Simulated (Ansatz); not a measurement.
Program: Ansatz. Geometries: PBE0-D4/def2-TZVP. ΔE: electronic, gas phase. CCSD(T)/CBS is the MP2 limit (def2-TZVPP, def2-QZVPP) plus CCSD(T) − MP2 in def2-TZVPP, frozen cores. This one scheme is used for every species. DFT in def2-TZVPP. HSE06 is defined as in plane-wave codes. def2 core potentials past Kr. For In outer-core shells are correlated without core-valence functions, which leaves a few kJ/mol of doubt a bond. One conformer a species, not always the lowest.

`[SH][In]([Cl])[Cl]` + CH₄ → `[CH3][In]([SH])[Cl]` + HCl  (formal exchange of groups at the In–Cl bond)

CCSD(T)/CBS gives +119.2 kJ/mol.

Task: Another level gave +121.3 kJ/mol. Which?
A. LDA (SPW92)/def2-TZVPP
B. PBE-D4/def2-TZVPP
C. HSE06-D4/def2-TZVPP
D. r2SCANh/def2-TZVPP

Result: C. HSE06-D4 121.3, PBE-D4 116.9, LDA (SPW92) 108.2, r2SCANh 125.6 kJ/mol.

Largest T1 diagnostic among the species: 0.013.

Leaving LDA and LC-ωPBE aside and taking each functional with its dispersion term where it has one, the values, not all of them listed here, spread over 15.9 kJ/mol, from PBE-D4 to B97M-V. LDA lies −9.1 kJ/mol from PBE without D4. From BLYP to BHLYP (50 % exact exchange), in def2-TZVPP and without D4, ΔE moves by +9.2 kJ/mol.
